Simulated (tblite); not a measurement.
C5H9ClSi2.
Cartesian coordinates in Å at the GFN2-xTB level; atoms count from 1:
```xyz
17
C5H9ClSi2 angstrom
C     -1.9033   -1.8520   -1.3626
C     -1.5846   -1.1206   -0.4675
C     -1.1717   -0.2273    0.5699
Si    -1.0942    1.6569    0.1183
C      0.6918    1.6639    0.8250
Si     0.7048   -0.2369    1.0455
C      1.7258   -1.1168   -0.3019
Cl     3.4558   -0.7789   -0.0277
H     -2.2000   -2.4970   -2.1343
H     -1.8016   -0.3990    1.4444
H     -1.1756    1.9093   -1.3189
H     -2.0540    2.4862    0.8490
H      0.7800    2.2049    1.7629
H      1.4548    2.0645    0.1642
H      1.0673   -0.7843    2.3552
H      1.4886   -0.7642   -1.3021
H      1.6089   -2.1967   -0.2811
```

Level: GFN2-xTB in tblite, geometry and Hessian alike; calculated harmonic values, unscaled, isolated species. Against measured fundamentals such values can be off by several per cent, at times by over 20. Modes of hydrogen on silicon can be 10 to 20 % off. One conformer, not necessarily the lowest.

Harmonic wavenumbers (cm⁻¹): 32.8, 45.8, 59.0, 119.0, 140.1, 200.0, 202.9, 330.8, 356.8, 389.1, 447.8, 487.4, 520.3, 574.2, 594.4, 606.1, 637.3, 644.2, 655.9, 688.3, 712.3, 715.1, 734.8, 759.8, 767.2, 805.2, 926.8, 992.3, 1062.5, 1081.7, 1087.0, 1186.4, 1187.4, 1430.5, 1454.9, 2247.7, 2252.9, 2272.4, 2277.2, 2948.5, 3004.0, 3006.9, 3017.6, 3025.8, 3396.2.

A = 1693, B = 778.1, C = 598.4 MHz; mass 159.993 u (most abundant isotopes); point group C1, symmetry number 1.

Q: What is the zero-point energy?

A: ½Σν̃ = 25043 cm⁻¹ = 299.58 kJ/mol.

Q: Give the ideal-gas entropy at 350 K and 1 bar in the rigid-rotor, harmonic-oscillator model (classical rotation).

A: Translation 175.48, rotation 129.15, vibration 175.01: S = 479.6 J/(mol K).

Q: And Cp and H(350 K) − H(0)?

A: Cp = 203.38 J/(mol K), of which vibrations give 170.12 (their classical limit is 45 R = 374.2); H(350 K) − H(0) = 42.46 kJ/mol without the zero-point energy, 30.82 from vibrations.

Q: Which modes carry the vibrational entropy at 350 K?

A: 32.8 cm⁻¹: 24.98; 45.8 cm⁻¹: 22.21; 59.0 cm⁻¹: 20.11; 119.0 cm⁻¹: 14.34; 140.1 cm⁻¹: 13.02; 200.0 cm⁻¹: 10.17 J/(mol K); the other 39 give 70.17 together.

Q: Blend soft modes into free rotors: weight 1/[1 + (100 cm⁻¹/ν̃)⁴] for the oscillator and the rest for a rotor with moment μB/(μ + B), μ = h/(8π²ν), B = 10⁻⁴⁴ kg m². What vibrational entropy results?

A: 155.35 J/(mol K) in place of 175.01, which changes −T·S at 350 K by +6.88 kJ/mol.

Hindered rotation and anharmonicity are outside this model. Other conformers, if any are populated, would add a mixing term that is left out. The structure is chiral; the term R ln 2 for an equal mix with its mirror image is left out.
